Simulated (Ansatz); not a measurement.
Ansatz (a first-principles code) input for Be(SeH)(GeH3) (BeGeH₄Se), SMILES [Be]([GeH3])[SeH], PBE/def2-SVPD. Coordinates come from a B3LYP-D3(BJ)/def2-SVP optimisation. The structure was generated by enumeration; whether it is a known compound was not checked. One conformer was computed; it need not be the lowest.

Ansatz 0.2 input:
```yaml
crystal:
  periodic: [false, false, false]
  atoms:
    - {symbol: Be, position_ang: [0.02966286, 0.04967424, -0.07700305]}
    - {symbol: Se, position_ang: [0.72205024, 1.17376384, -1.63349365]}
    - {symbol: H, position_ang: [2.11260171, 0.85320412, -1.24235045]}
    - {symbol: Ge, position_ang: [-0.74672601, -1.14286185, 1.59189384]}
    - {symbol: H, position_ang: [-0.71080820, -2.66672824, 1.32189899]}
    - {symbol: H, position_ang: [0.04581395, -0.92056167, 2.90371121]}
    - {symbol: H, position_ang: [-2.22073481, -0.80100286, 1.92293353]}
basis:
  gaussian:
    orbitals: def2-SVPD
hamiltonian:
  xc: {name: PBE}
```

Log of the run:

```
WARN ansatz: RAYON_NUM_THREADS=1 ignored (pool sized by the plan → 1); use --threads N
Functional definition: PBE
integrals: 0.07 GiB planned
1268 factors; their error is unknown
mean field: 0.37 GiB planned
mean field evaluation 1: about -122298.8208 eV, gradient 2.4e1 eV
mean field evaluation 2: about -122298.8811 eV, gradient 2.4e1 eV
mean field evaluation 4: about -122300.1978 eV, gradient 9.8e-1 eV
mean field evaluation 8: about -122300.1714 eV, gradient 1.9e-2 eV
mean field -122300.17137167 eV, -4494.4483998752 hartree, gradient 7.6e-5 eV, S^2 0.000000; 0 other end points of the search recorded, 0 dependent functions left out
reference -122300.17143675 eV, -4494.4484022668 hartree; 37, 37 occupied and 86, 86 virtual orbitals, 1268 factors
Total energy: -122300.17143675 eV, -4494.4484022668 hartree
```

The calculation finished and met its thresholds.
